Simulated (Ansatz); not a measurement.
Gas-phase electronic energies from Ansatz, PBE0-D4/def2-TZVP geometries. CCSD(T)/CBS adds triple-zeta CCSD(T) − MP2 to the extrapolated MP2 energy (def2 sets, frozen cores). Double bonds are as drawn, so ΔE can hold a change between cis and trans. Functionals use def2-TZVPP. One conformer a species, not always the lowest.

Consider the isomerisation: `C/C([SiH3])=C\O` → `CO/C=C/[SiH3]`.

```csv
level,ΔE (kJ/mol)
ωB97X-V,34.3
LC-ωPBE,38.0
CCSD/def2-TZVPP,35.7
MP2/CBS(def2),43.2
```

Q: What does CCSD(T)/CBS give? (An estimate is asked.)

A: Ansatz gave: +38.7 kJ/mol. The listed levels differ from it by -4.4, -0.7, -3.0, 4.5 kJ/mol.

Largest T1 diagnostic among the species: 0.013.

Leaving LDA and LC-ωPBE aside and taking each functional with its dispersion term where it has one, the values, not all of them listed here, spread over 6.6 kJ/mol, from BLYP-D4 to HSE06-D4. In def2-TZVPP, CCSD(T) changes the Hartree–Fock value by +9.6 kJ/mol (the triples alone add +0.3 kJ/mol) and MP2 by +14.0 kJ/mol. At CCSD(T), def2-SVP lies −4.5 kJ/mol from the extrapolated value and def2-TZVPP −2.7 kJ/mol.

CCSD(T)/CBS has its own doubt, a few kJ/mol and more with outer-core shells, so smaller differences from it don't rank the levels.
